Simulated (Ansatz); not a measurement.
Relaxation of Ge(eta1-allyl)H3 (C₃H₈Ge) with RKS r2SCAN-D4/def2-SVP.

```sh
$ ansatz run in.yaml --threads 2 --pin off --events-out ev --progress --plain --max-ram 4352MiB
```

```yaml
crystal:
  periodic: [false, false, false]
  atoms:
    - {symbol: C, position_ang: [-0.071040, -0.770840, 0.317400]}
    - {symbol: C, position_ang: [0.510760, 0.474320, 0.885210]}
    - {symbol: C, position_ang: [-0.184250, 1.414060, 1.500710]}
    - {symbol: Ge, position_ang: [-0.073420, -0.710680, -1.664130]}
    - {symbol: H, position_ang: [0.515850, -1.637130, 0.631200]}
    - {symbol: H, position_ang: [-1.094420, -0.910390, 0.669180]}
    - {symbol: H, position_ang: [1.578990, 0.594390, 0.746880]}
    - {symbol: H, position_ang: [-1.247750, 1.322280, 1.652180]}
    - {symbol: H, position_ang: [0.278170, 2.308200, 1.882750]}
    - {symbol: H, position_ang: [1.309970, -0.537660, -2.206010]}
    - {symbol: H, position_ang: [-0.895800, 0.429410, -2.170740]}
    - {symbol: H, position_ang: [-0.627080, -1.975980, -2.244640]}
basis:
  gaussian: {orbitals: def2-SVP}
hamiltonian: {xc: r2scan, dispersion: d4}
scf: {lower_state_search: "off"}
output: {orbitals: {seedname: orbitals}}
relax: {f_tol: 0.02, max_steps: 100}
```

Run time 22 s (2 threads of Arm Neoverse V1 on a shared host).

Positions (Å) and forces (eV/Å) at steps 1, 2, 3, 4, 5, 7, 8 of 8:

```xyz
12
step=1 energy=-59747.1314 eV
C    -0.071   -0.771    0.317    0.157    0.265   -0.330
C     0.511    0.474    0.885    0.063   -0.752   -0.405
C    -0.184    1.414    1.501   -0.186    0.499    0.302
Ge   -0.073   -0.711   -1.664   -0.045   -0.156    0.657
H     0.516   -1.637    0.631    0.166   -0.377   -0.016
H    -1.094   -0.910    0.669   -0.376   -0.101    0.033
H     1.579    0.594    0.747    0.546    0.140   -0.031
H    -1.248    1.322    1.652   -0.654   -0.088    0.071
H     0.278    2.308    1.883    0.316    0.522    0.204
H     1.310   -0.538   -2.206    0.790    0.099   -0.150
H    -0.896    0.429   -2.171   -0.476    0.639   -0.128
H    -0.627   -1.976   -2.245   -0.299   -0.689   -0.209
12
step=2 energy=-59747.2209 eV
C    -0.068   -0.767    0.296    0.048    0.056   -0.026
C     0.513    0.477    0.886   -0.071   -0.256   -0.162
C    -0.184    1.427    1.514   -0.025    0.121    0.029
Ge   -0.076   -0.724   -1.678    0.015    0.064    0.195
H     0.518   -1.654    0.582    0.034   -0.083    0.047
H    -1.104   -0.920    0.630   -0.091   -0.030    0.047
H     1.592    0.604    0.750    0.142    0.061    0.016
H    -1.263    1.340    1.660   -0.157   -0.038    0.020
H     0.290    2.331    1.896    0.103    0.102    0.052
H     1.362   -0.538   -2.171    0.086    0.015   -0.084
H    -0.935    0.457   -2.133   -0.056    0.072   -0.088
H    -0.646   -2.034   -2.232   -0.028   -0.084   -0.046
12
step=3 energy=-59747.2253 eV
C    -0.070   -0.775    0.303    0.020    0.058   -0.023
C     0.510    0.474    0.881   -0.026   -0.066    0.023
C    -0.187    1.434    1.504    0.014    0.001    0.078
Ge   -0.074   -0.716   -1.672   -0.008   -0.018    0.003
H     0.517   -1.663    0.594   -0.004    0.006   -0.012
H    -1.108   -0.930    0.641   -0.002   -0.001   -0.005
H     1.594    0.601    0.753   -0.002    0.030    0.005
H    -1.268    1.343    1.663    0.002    0.005   -0.028
H     0.299    2.331    1.899    0.009    0.000   -0.044
H     1.363   -0.528   -2.186   -0.014    0.003    0.008
H    -0.938    0.461   -2.151    0.006   -0.017    0.011
H    -0.640   -2.033   -2.230    0.004   -0.002   -0.016
12
step=4 energy=-59747.2244 eV rejected
C    -0.066   -0.775    0.304   -0.107   -0.268   -0.024
C     0.508    0.460    0.891    0.115    0.230    0.124
C    -0.185    1.437    1.492    0.011   -0.032    0.049
Ge   -0.081   -0.713   -1.669    0.009    0.015   -0.018
H     0.528   -1.663    0.589   -0.048    0.025   -0.033
H    -1.103   -0.942    0.643    0.041    0.012   -0.025
H     1.597    0.576    0.795    0.004    0.017   -0.034
H    -1.269    1.366    1.631   -0.034    0.012   -0.032
H     0.310    2.330    1.884    0.013    0.011   -0.009
H     1.351   -0.501   -2.188    0.001   -0.002    0.001
H    -0.959    0.457   -2.139   -0.005   -0.015    0.008
H    -0.630   -2.034   -2.232   -0.001   -0.005   -0.008
12
step=5 energy=-59747.2258 eV
C    -0.069   -0.777    0.306   -0.005   -0.032    0.010
C     0.511    0.465    0.894    0.004    0.043   -0.006
C    -0.183    1.431    1.512   -0.027    0.038   -0.057
Ge   -0.077   -0.715   -1.669    0.000    0.001   -0.031
H     0.518   -1.668    0.590   -0.014    0.009   -0.008
H    -1.107   -0.936    0.642    0.014    0.006   -0.007
H     1.596    0.595    0.767   -0.012   -0.006    0.024
H    -1.270    1.358    1.645    0.039   -0.015    0.023
H     0.305    2.337    1.885    0.002   -0.040    0.009
H     1.358   -0.514   -2.188   -0.013    0.003    0.016
H    -0.950    0.457   -2.147    0.005   -0.013    0.016
H    -0.632   -2.033   -2.237    0.006    0.007    0.010
12
step=7 energy=-59747.2267 eV
C    -0.071   -0.776    0.304   -0.010   -0.025   -0.002
C     0.511    0.464    0.891    0.014    0.017    0.008
C    -0.181    1.435    1.504   -0.009    0.000    0.006
Ge   -0.078   -0.715   -1.670    0.003    0.002    0.002
H     0.513   -1.668    0.589   -0.004    0.003   -0.002
H    -1.110   -0.932    0.638    0.003    0.004   -0.001
H     1.597    0.587    0.776   -0.001   -0.001   -0.002
H    -1.266    1.363    1.643    0.001    0.001   -0.003
H     0.313    2.332    1.888    0.005   -0.002   -0.003
H     1.355   -0.497   -2.183    0.000    0.003   -0.001
H    -0.963    0.447   -2.143   -0.003   -0.002   -0.001
H    -0.619   -2.040   -2.237    0.002   -0.001   -0.001
12
step=8 energy=-59747.2269 eV
C    -0.078   -0.779    0.305    0.002    0.014    0.000
C     0.512    0.459    0.894    0.000    0.000    0.007
C    -0.174    1.438    1.500    0.007   -0.019   -0.002
Ge   -0.079   -0.714   -1.669    0.000   -0.004   -0.004
H     0.498   -1.675    0.592    0.005   -0.002    0.002
H    -1.119   -0.926    0.637   -0.003    0.001    0.000
H     1.600    0.573    0.784   -0.003   -0.009   -0.007
H    -1.260    1.377    1.633   -0.004    0.005   -0.001
H     0.329    2.329    1.885   -0.004    0.010    0.000
H     1.350   -0.460   -2.176   -0.006    0.000    0.002
H    -0.991    0.428   -2.142    0.002   -0.002    0.000
H    -0.587   -2.049   -2.242    0.004    0.006    0.002
```

Another isomer (singlet) lies 0.17 eV lower at PBE0-D4/def2-TZVP; other spin states weren't run for this one.
